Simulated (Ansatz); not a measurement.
`CC=C([SiH3])[SiH3]` → `C=C([SiH3])[SiH3]` + `[CH2]` (triplet)  (formal loss of a carbene)

Isolated molecules relaxed with PBE0-D4/def2-TZVP in Ansatz; ΔE leaves out vibrations. CBS: MP2 limit from def2 TZ/QZ plus the TZ coupled-cluster correction, frozen cores. This one scheme is used for every species. Functionals use def2-TZVPP. B3LYP here is the variant with VWN-RPA as its local correlation; programs differ in this. Triplets are unrestricted, without spin–orbit coupling.

```
             level  ΔE (kcal/mol)  difference from CCSD(T)/CBS
         r2SCAN-D4          102.3                         -4.4
          B3LYP-D4          105.4                         -1.3
           ωB97X-V          109.4                          2.7
               PBE          107.4                          0.7
            r2SCAN          101.8                         -4.9
              PBE0          105.5                         -1.2
             B3LYP          102.4                         -4.3
SCS-MP2/def2-QZVPP          109.0                          2.3
      HF/CBS(def2)           70.4                        -36.3
    CCSD/CBS(def2)          103.8                         -2.9
       CCSD(T)/CBS          106.7                            0
```

Largest T1 diagnostic among the species: 0.012.

In def2-TZVPP, CCSD(T) changes the Hartree–Fock value by +33.6 kcal/mol (the triples alone add +2.9 kcal/mol) and MP2 by +37.1 kcal/mol. From PBE to PBE0 (25 % exact exchange), in def2-TZVPP and without D4, ΔE moves by −1.9 kcal/mol.
